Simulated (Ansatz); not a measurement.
Spin states of Cl2W (SMILES [Cl][W][Cl]), each relaxed at B3LYP-D3(BJ)/def2-TZVP; lowest solutions found, singlets restricted, no spin–orbit coupling, no relativity up to Kr.
Multiplicity 5 (charge 0, multiplicity 5):
```csv
atom,x (Å),y (Å),z (Å)
W,0.4833,0.1106,0.0250
Cl,-0.4116,1.5264,-1.5303
Cl,-0.1049,-1.5896,1.4350
```
Multiplicity 1 (charge 0, multiplicity 1):
```xyz
3

W     -0.00531     0.01688    -0.02287
Cl    -0.17188     1.62202    -1.55273
Cl     0.14402    -1.59153     1.50528
```

Run with Ansatz (Gaussian orbitals). Each number belongs to the level named beside it. In def2 rows elements past Kr take small-core potentials, without spin–orbit coupling.

The energy of multiplicity 1 less that of multiplicity 5 (kcal/mol) and the share of exact exchange:

```tsv
functional	exact exchange (%)	value
PBE/def2-TZVPP	0	29.30
PBE0/def2-TZVPP	25	34.75
BLYP/def2-TZVPP	0	18.66
B3LYP/def2-TZVPP	20	22.63
BHLYP/def2-TZVPP	50	27.38
r2SCAN/def2-TZVPP	0	39.73
r2SCANh/def2-TZVPP	10	41.09
```

Problem. Take the value as linear in the share of exact exchange along PBE and PBE0. Give the slope, say whether the sign turns, and set the other functionals against that line.

Solution. 
Slope: (34.75 − (29.30))/2.5 = 2.18 kcal/mol for each 10 %. The line keeps its sign from 0 to 100 %. At 50 % it gives 40.2 kcal/mol. The LYP pair gives (27.38 − (18.66))/5 = 1.74 for each 10 %. BHLYP, at 50 %, lies -12.8 from the PBE line. B3LYP, at 20 %, lies -11.0 from the PBE line. r2SCAN, with none, stands 10.4 from PBE. The r2SCAN pair gives 1.35 for 10 %.

Ansatz is a quantum-chemistry and plane-wave program.
